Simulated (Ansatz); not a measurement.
A set of 12 reactions (ligand exchange), with CCSD(T)/CBS values in kJ/mol:

| reaction | ΔE |
| --- | --- |
| `N=[CH][AlH2]` + `F/C=C\S` → `F/C=C/[S][AlH2]` + `C=N` | -118.4 |
| `C[SiH2][GaH][Cl]` + HCl → `[Cl][GaH][Cl]` + `C[SiH3]` | -100.6 |
| `C[N](C)[Sn][Cl]` + `CNC` → `C[N](C)[Sn][N](C)C` + HCl | 117.3 |
| `BC1C=N1` + `FC([SiH3])S` → `BSC(F)[SiH3]` + `C1=NC1` | -71.7 |
| `NC1=N[SiH]1[SiH3]` + H₂S → `NC1=N[SiH]1S` + SiH₄ | -63.6 |
| `BN(C)[SiH2][SiH3]` + `OBF` → `FBO[SiH2][SiH3]` + `BNC` | -44.2 |
| `[SiH3]C1=NCO1` + `[OH][Ga]([OH])[OH]` → `[OH][Ga]([OH])[O][SiH3]` + `C1=NCO1` | -103.6 |
| `B[Te][SiH2]N` + H₂S → `N[SiH2]S` + `B[TeH]` | -2.8 |
| `CN(C)[SiH](O)O` + `[OH][GeH2][OH]` → `[OH][GeH2][O][SiH](O)O` + `CNC` | -74.4 |
| `N[Si@H](O)N[Si@@H](N)F` + H–F → `N[Si@H](F)N[Si@H](N)F` + H₂O | -41.8 |
| `F[CH2][InH][SiH3]` + `C[O][AlH][SH]` → `C[O][AlH][S][SiH3]` + `F[CH2][InH2]` | -27.2 |
| `N[SiH2]CO` + `N[SiH](O)F` → `N[SiH2]O[SiH](N)F` + CH₃OH | -138.8 |

Calculated with Ansatz (gas phase, PBE0-D4/def2-TZVP geometries, no zero-point term in ΔE). CCSD(T)/CBS is the MP2 limit (def2-TZVPP, def2-QZVPP) plus CCSD(T) − MP2 in def2-TZVPP, frozen cores. This one scheme is used for every species. Double bonds are as drawn, so ΔE can hold a change between cis and trans. Functionals use def2-TZVPP. B3LYP here is the variant with VWN-RPA as its local correlation; programs differ in this. Elements past krypton have def2 core potentials. For Ga, Ge, In, Sn, Te outer-core shells are correlated without core-valence functions, which leaves a few kJ/mol of doubt a bond. Scalar relativity is left out up to krypton. One conformer a species, not always the lowest.

Problem. Give the mean, mean absolute and largest difference (level minus CCSD(T)/CBS, kJ/mol) for: PBE-D4, B3LYP-D4, ωB97X-V, B2PLYP, PBE, PBE0, B3LYP, HF/def2-TZVPP, MP2/def2-TZVPP, CCSD(T)/def2-TZVPP, MP2/def2-QZVPP, SCS-MP2/def2-QZVPP, HF/CBS(def2), MP2/CBS(def2). (Best estimate.)

Solution. The calculation gave: 
```
             level  mean  mean absolute  largest
            PBE-D4   6.9            7.5     18.8
          B3LYP-D4   0.8            2.6      9.3
           ωB97X-V  -0.7            2.7      7.4
            B2PLYP  -0.5            3.9     10.0
               PBE   7.4            8.0     21.8
              PBE0   3.7            5.5     16.2
             B3LYP   1.7            6.7     20.3
     HF/def2-TZVPP  -8.9           17.5     35.7
    MP2/def2-TZVPP  -2.3            4.4     -8.5
CCSD(T)/def2-TZVPP  -0.4            1.8     -5.4
    MP2/def2-QZVPP  -2.2            4.1     -8.2
SCS-MP2/def2-QZVPP  -3.0            3.6    -10.1
      HF/CBS(def2)  -9.5           18.4     35.8
     MP2/CBS(def2)  -1.8            3.8     -8.9
```

The largest T1 diagnostic in the set is 0.017, for `C[N](C)[Sn][Cl]` (customary mark 0.02).

CCSD(T)/CBS is a level of theory with its own doubt, and the functionals carry their triple-zeta basis error, so these figures describe this set and don't rank the functionals.
